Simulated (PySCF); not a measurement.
B(H)(SeH)2 (BH3Se2), SMILES [SeH]B[SeH].

Coordinates come from a PBE-D3(BJ)/def2-SVP optimisation. The structure was generated by enumeration, and PubChem lists no compound with its InChIKey, so it may never have been made. One conformer was computed; it need not be the lowest.

Computed with PBE-D3(BJ)/def2-SVP (PySCF).

Frequencies are harmonic and unscaled.

```csv
mode,ν (cm⁻¹),IR (km/mol),moving atoms (share of kinetic energy)
1,144,0.0,"Se 89 %, B 9 %"
2,253,0.0,H 97 %
3,379,13.8,"H 79 %, B 21 %"
4,528,1.0,"B 56 %, H 29 %, Se 14 %"
5,637,25.3,"H 75 %, B 17 %, Se 8 %"
6,706,0.0,"H 78 %, B 22 %"
7,784,28.4,"H 60 %, B 36 %"
8,790,2.0,"H 77 %, B 19 %"
9,995,158.4,"H 60 %, B 39 %"
10,2363,6.6,H 99 %
11,2363,6.7,H 99 %
12,2605,50.0,"H 91 %, B 9 %"
```
